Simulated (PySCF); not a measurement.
Isomers C₄H₉N₃OSi₂:

A. SMILES n1c(C)c([SiH2]O[SiH3])nnc1
B. SMILES c1([SiH2]C)ncnnc1O[SiH3]
C. `Cc1ncnnc1O[SiH2][SiH3]`

Spectrum 1. ¹H NMR (400 MHz, computed): δ 9.47 (s, 1H), 5.44 (q, 2H), 3.67 (t, 3H), 2.71 (s, 3H). ¹³C{¹H} NMR (computed): δ 168.7 (C), 157.9 (C), 157.7 (CH), 22.8 (CH3).

Spectrum 2. ¹H NMR (400 MHz, computed): δ 9.80 (s, 1H), 5.21 (s, 3H), 4.83 (q, 2H), 0.60 (t, 3H). ¹³C{¹H} NMR (computed): δ 173.2 (C), 161.2 (C), 159.3 (CH), -9.6 (CH3).

Spectrum 3. ¹H NMR (400 MHz, computed): δ 9.82 (s, 1H), 5.70 (s, 2H), 5.36 (s, 3H), 2.60 (s, 3H). ¹³C{¹H} NMR (computed): δ 168.8 (C), 168.8 (C), 162.2 (CH), 23.8 (CH3).

PySCF 2.14.0 with density-fitted response routines calculation with GIAO PBE0/pcSseg-1 shieldings and coordinates at the GFN2-xTB level; relativity neglected, one conformer, gas phase, one averaged value for each set of equivalent atoms.

Scale: TMS for ¹H (31.72 ppm), ¹³C (186.93 ppm) (reference shieldings calculated alike). Where no couplings were computed, multiplicities follow the n + 1 count of equivalent neighbours, and m marks all less simple cases (inequivalent or close neighbours, rings, F or P nearby). Shifts are as computed. Against solution values, carbons near 30 ppm lie about +3 ppm off and those near 130 ppm about +5 ppm. Of 1211 compounds with measured shifts, 218 miss one by over three times the rms of a fit or turn the order of signals round; such compounds aren't used in these exercises.

Question: Which spectrum belongs to which compound?

Answer: 1–C, 2–B, 3–A.

- Spectrum 1 (C): 4 ¹³C signals; δC 168.7 is an aromatic carbon bearing oxygen; δC 22.8 is a methyl carbon on an aromatic ring.
- Spectrum 2 (B): 4 ¹³C signals; δC 173.2 is an aromatic carbon bearing oxygen; δC -9.6 is a methyl carbon bonded to Si.
- Spectrum 3 (A): 4 ¹³C signals; δC 23.8 is a methyl carbon on an aromatic ring; δH 9.82 is the hydrogen on an aromatic CH between two ring heteroatoms.
